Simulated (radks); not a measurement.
Q: Numerical settings for the lutetium ion Lu2+, [Xe] 4f14 6s1. All-electron calculation, Dirac Kohn-Sham, BLYP, spin-unpolarised, spherical densities, finite nucleus; Fermi nuclear charge, rms radius 5.37 fm. Program: a radial shooting solver on a logarithmic mesh with Libxc functionals. The defaults (mesh step 0.008 in ln r, mesh end at 40 bohr or more with all orbitals vanishing there, Anderson mixing 0.5 over 9 steps, residual threshold near 1e-9 with the energy settled to 1e-9 hartree or 1e-11 of itself, here a cap of 76 iterations) give E = -14579.3960 hartree and 6s1/2 at -17.689 eV in 17 iterations. Run on one thread of a shared host, so times are rough (Arm Neoverse N1): 0.23 s of CPU time, 0.23 s wall, 17 iterations on 2299 mesh points. One setting is changed at a time: mesh step in ln r 0.2; mesh step in ln r 0.08; mesh step in ln r 0.03; mesh end (bohr) 8; mesh end (bohr) 2; residual threshold 1e-05; residual threshold 0.1; mixing 0.01; linear mixing, mixing 0.5; linear mixing, mixing 0.05; mixing history 3; iteration cap 2. Which runs fail to converge, and which converge to a wrong energy?

A: Not converged within the cap: mesh step in ln r 0.2; mesh step in ln r 0.08; linear mixing, mixing 0.5; linear mixing, mixing 0.05; iteration cap 2. Settled on a wrong energy, with an occupied level pushed above zero by the early mesh end: mesh end (bohr) 2 (+10.1 hartree). Apart from these: no run marked as converged misses the energy by more than 1 mhartree.
